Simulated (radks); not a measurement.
Values are calculated unless marked as measured or tabulated.
Isoelectronic series with 17 electrons, all held in the configuration [Ne] 3s2 3p5, which need not be the ground one along the series. Level of theory: non-relativistic Kohn-Sham, r2SCAN, spin-polarised, spherical densities, point nucleus; open shells are filled with parallel spins first; meta-GGA in the generalised Kohn-Sham scheme (a radial shooting solver on a logarithmic mesh with Libxc functionals). Total energies (hartree) and orbital eigenvalues (hartree):

[
 {"ion": "Cl", "E (hartree)": "-460.11872", "3p down": "-0.30510", "3p up": "-0.34785"},
 {"ion": "Ar+", "E (hartree)": "-526.92343", "3p down": "-0.80181", "3p up": "-0.85296"},
 {"ion": "K2+", "E (hartree)": "-598.55159", "3p down": "-1.42869", "3p up": "-1.48794"},
 {"ion": "Ca3+", "E (hartree)": "-674.98976", "3p down": "-2.17851", "3p up": "-2.24566"},
 {"ion": "Sc4+", "E (hartree)": "-756.22971", "3p down": "-3.04756", "3p up": "-3.12247"},
 {"ion": "Ti5+", "E (hartree)": "-842.26593", "3p down": "-4.03360", "3p up": "-4.11618"},
 {"ion": "V6+", "E (hartree)": "-933.09456", "3p down": "-5.13521", "3p up": "-5.22539"},
 {"ion": "Cr7+", "E (hartree)": "-1028.71279", "3p down": "-6.35139", "3p up": "-6.44911"},
 {"ion": "Mn8+", "E (hartree)": "-1129.11850", "3p down": "-7.68143", "3p up": "-7.78666"},
 {"ion": "Fe9+", "E (hartree)": "-1234.31006", "3p down": "-9.12481", "3p up": "-9.23752"},
 {"ion": "Co10+", "E (hartree)": "-1344.28620", "3p down": "-10.68114", "3p up": "-10.80131"},
 {"ion": "Ni11+", "E (hartree)": "-1459.04591", "3p down": "-12.35012", "3p up": "-12.47772"},
 {"ion": "Cu12+", "E (hartree)": "-1578.58837", "3p down": "-14.13149", "3p up": "-14.26652"},
 {"ion": "Zn13+", "E (hartree)": "-1702.91292", "3p down": "-16.02508", "3p up": "-16.16752"},
 {"ion": "Ga14+", "E (hartree)": "-1832.01901", "3p down": "-18.03073", "3p up": "-18.18056"},
 {"ion": "Ge15+", "E (hartree)": "-1965.90616", "3p down": "-20.14831", "3p up": "-20.30553"}
]
